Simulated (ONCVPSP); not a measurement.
## Reading a pseudo-wave (zirconium (Zr))

Columns: radius, all-electron u(r) and pseudo u(r) of the 4d shell (level -3.60 eV) of zirconium in the configuration [Kr] 4d2 5s2; PBE, scalar-relativistic, ONCV scheme, ONCVPSP 4.0.1.

```json
{"r (bohr)": "0.143", "all-electron": "-0.1729", "pseudo": "0.0030"}
{"r (bohr)": "0.285", "all-electron": "-0.3015", "pseudo": "0.0227"}
{"r (bohr)": "0.428", "all-electron": "-0.2072", "pseudo": "0.0710"}
{"r (bohr)": "0.570", "all-electron": "-0.0160", "pseudo": "0.1501"}
{"r (bohr)": "0.713", "all-electron": "0.1851", "pseudo": "0.2547"}
{"r (bohr)": "0.855", "all-electron": "0.3560", "pseudo": "0.3704"}
{"r (bohr)": "0.998", "all-electron": "0.4887", "pseudo": "0.4831"}
{"r (bohr)": "1.140", "all-electron": "0.5813", "pseudo": "0.5776"}
{"r (bohr)": "1.283", "all-electron": "0.6404", "pseudo": "0.6465"}
{"r (bohr)": "1.425", "all-electron": "0.6719", "pseudo": "0.6864"}
{"r (bohr)": "1.568", "all-electron": "0.6830", "pseudo": "0.7008"}
{"r (bohr)": "1.710", "all-electron": "0.6792", "pseudo": "0.6953"}
{"r (bohr)": "1.853", "all-electron": "0.6651", "pseudo": "0.6767"}
{"r (bohr)": "1.995", "all-electron": "0.6444", "pseudo": "0.6512"}
{"r (bohr)": "2.138", "all-electron": "0.6192", "pseudo": "0.6224"}
{"r (bohr)": "2.280", "all-electron": "0.5918", "pseudo": "0.5929"}
{"r (bohr)": "2.423", "all-electron": "0.5630", "pseudo": "0.5633"}
{"r (bohr)": "2.565", "all-electron": "0.5342", "pseudo": "0.5342"}
{"r (bohr)": "2.708", "all-electron": "0.5055", "pseudo": "0.5055"}
{"r (bohr)": "2.850", "all-electron": "0.4777", "pseudo": "0.4777"}
{"r (bohr)": "2.992", "all-electron": "0.4507", "pseudo": "0.4507"}
{"r (bohr)": "3.135", "all-electron": "0.4244", "pseudo": "0.4244"}
{"r (bohr)": "3.278", "all-electron": "0.3992", "pseudo": "0.3992"}
{"r (bohr)": "3.420", "all-electron": "0.3752", "pseudo": "0.3752"}
{"r (bohr)": "3.563", "all-electron": "0.3520", "pseudo": "0.3520"}
{"r (bohr)": "3.705", "all-electron": "0.3301", "pseudo": "0.3301"}
```

Problem. How many radial nodes do the two functions have?

Solution. The all-electron 4d function has n − l − 1 = 1; the pseudo-wave has 0, since the states of the same l below it are removed with the core.

Problem. At about which radius was the pseudo-wave matched?

Solution. 2.65 bohr. The columns agree to 0.0005 from 2.42 bohr on; several derivatives are matched, so the curves merge somewhat inside the radius.

Problem. Where does each function peak?

Solution. Outermost all-electron maximum near 1.57 bohr, pseudo maximum near 1.57 bohr (to the table’s step).

Problem. Is the pseudo-wave norm-conserving?

Solution. Yes: the ONCV scheme keeps the norm inside the radius equal to the all-electron one, which fixes the energy derivative of the logarithmic derivative at the level.
